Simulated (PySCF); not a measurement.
## Polarisability and C₆ of I (iodine, neutral)

[Kr] 4d10 5s2 5p5, 2P determinant. Computed with PySCF 2.14 in aug-cc-pwCVTZ-DK3 with one added diffuse shell each of s, p, d, f type (11s10p8d5f1g, 125 functions), with the spin-free X2C one-electron Hamiltonian (Gaussian nucleus). Coupled (time-dependent) response in atomic units; α is the mean over directions.

```json
{"method": "UHF", "mean α (bohr³)": "31.91", "α xx, yy, zz": "29.57, 33.08, 33.08", "C₆ (like pair)": "346.0", "S(−4)": "199.5"}
{"method": "PBE", "mean α (bohr³)": "34.57", "α xx, yy, zz": "31.55, 36.08, 36.08", "C₆ (like pair)": "377.8", "S(−4)": "261.9"}
{"method": "PBE0", "mean α (bohr³)": "33.16", "α xx, yy, zz": "30.45, 34.51, 34.51", "C₆ (like pair)": "360.5", "S(−4)": "227.9"}
```

S(−4) is the Cauchy moment in α(ω) = α(0) + S(−4) ω² + …

Reference α: 32.9 ± 1.3 bohr³ (recommended; Schwerdtfeger and Nagle, table of static dipole polarizabilities (2023 update)). Published C₆: 385.0 (Chu and Dalgarno (2004); Tang, Norbeck and Certain (1976)).

Spin-orbit coupling is absent.

α(iu) at UHF:

| u (hartree) | α(iu) (bohr³) |
| --- | --- |
| 0 | 31.91 |
| 0.0500 | 31.42 |
| 0.100 | 30.07 |
| 0.200 | 25.86 |
| 0.300 | 21.29 |
| 0.500 | 14.16 |
| 0.750 | 9.009 |
| 1.00 | 6.213 |
| 1.50 | 3.556 |
| 2.00 | 2.380 |
| 3.00 | 1.348 |
| 5.00 | 0.6338 |

The components differ because the open shell of this determinant is not spherical; for a pure term their mean is the scalar polarisability.
